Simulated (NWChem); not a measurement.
Species: CH5ClOSi2; SMILES C1[Si@H](Cl)O[SiH2]1

```xyz
10

Cl    -0.0619    -2.1657    -0.4088
Si     0.1257    -0.4150     0.6644
C      1.3451     0.8188    -0.0780
Si    -0.2209     1.8576    -0.3536
O     -1.1613     0.6330     0.3749
H      0.2488    -0.7877     2.0948
H      2.0789     1.2382     0.6274
H      1.8676     0.4742    -0.9825
H     -0.6119     2.0948    -1.7712
H     -0.2921     3.1315     0.4159
```
Atoms are numbered in this order, from 1.

The geometry was optimised at PBE0/def2-SVP.

Problem. Give the principal values of the shielding tensors (ppm) of Cl1, Si2, C3, Si4, O5 from Hartree-Fock/6-31G* (spherical d), GIAO (NWChem), with their diamagnetic and paramagnetic parts as GIAO splits them.

Solution. 
| atom | σ11 | σ22 | σ33 | isotropic | diamagnetic | paramagnetic |
|---|---|---|---|---|---|---|
| Cl1 | 836.3 | 963.2 | 1039.2 | 946.2 | 1148.7 | -202.5 |
| Si2 | 413.4 | 434.1 | 451.3 | 432.9 | 877.9 | -445.0 |
| C3 | 165.0 | 197.4 | 213.6 | 192.0 | 251.6 | -59.6 |
| Si4 | 422.2 | 429.2 | 484.5 | 445.3 | 878.5 | -433.2 |
| O5 | 162.3 | 264.8 | 307.5 | 244.9 | 395.2 | -150.3 |
